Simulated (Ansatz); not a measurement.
System: sum formula SiBrCl, charge 0, multiplicity 1. SMILES: Cl[Si]Br
Geometry: optimised at B3LYP-D3(BJ)/def2-TZVP (Ansatz, a program for electronic structure).

Quantity: vertical triplet-singlet gap (E(triplet) - E(singlet); each state is the SCF solution reached for its spin; for the singlet the Hartree-Fock reference is unstable and T1 is 0.014), in eV. Cores are frozen in the correlated levels unless marked. Open shells are spin-unrestricted. No spin-orbit coupling. The frozen core is the preceding noble-gas configuration, with the filled d and f shells of earlier blocks. Non-relativistic. CBS marks a two-point X^-3 extrapolation of the correlation energy; Hartree-Fock from the larger set. The bracket is a focal-point correction in the basis named.

```tsv
level	program	vertical triplet-singlet gap (eV)
SVWN5/def2-TZVPD	Ansatz	[?]
B3LYP/def2-TZVPD	Ansatz	2.35
SCS-MP2/def2-SVPD	Ansatz	2.31
CCSD/def2-SVPD	Ansatz	[?]
RI-MP2/CBS(def2-TZVPPD,def2-QZVPPD)+[CCSD(T)-MP2]/def2-TZVPPD	Ansatz	2.41
```

Question: Some entries are withheld; supply them.

Answer: 
- SVWN5/def2-TZVPD, vertical triplet-singlet gap (eV): 2.40
- CCSD/def2-SVPD, vertical triplet-singlet gap (eV): 2.26
